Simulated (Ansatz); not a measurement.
```tsv
atom	x (Å)	y (Å)	z (Å)
C	0.0000	0.0000	0.0000
C	1.4100	0.0000	0.0000
C	-0.7050	1.2211	0.0000
C	-0.7050	-1.2211	0.0000
H	1.9714	-0.9343	0.0000
H	1.9714	0.9343	0.0000
H	-1.7948	1.2401	0.0000
H	-0.1766	2.1744	0.0000
H	-1.7948	-1.2401	0.0000
H	-0.1766	-2.1744	0.0000
```

Basis set: cc-pVDZ (spherical functions). Left uncorrelated: 4 orbitals. Charge 0, multiplicity 3.

Computed with Ansatz (development build ahead of 0.2.0); each method stands on the lowest determinant of its kind that the runs found.

The atomization energy at this shape (free ground-state atoms in the same class of orbitals less the molecule, no zero-point energy) of triplet C₄H₆:

| method | atomization energy |
| --- | --- |
| UHF | 3073.7 kJ/mol |

(1) What does UHF-MP2 give?

Answers

(1) 3784.5 kJ/mol. Caution: the unrestricted determinant is spin contaminated.
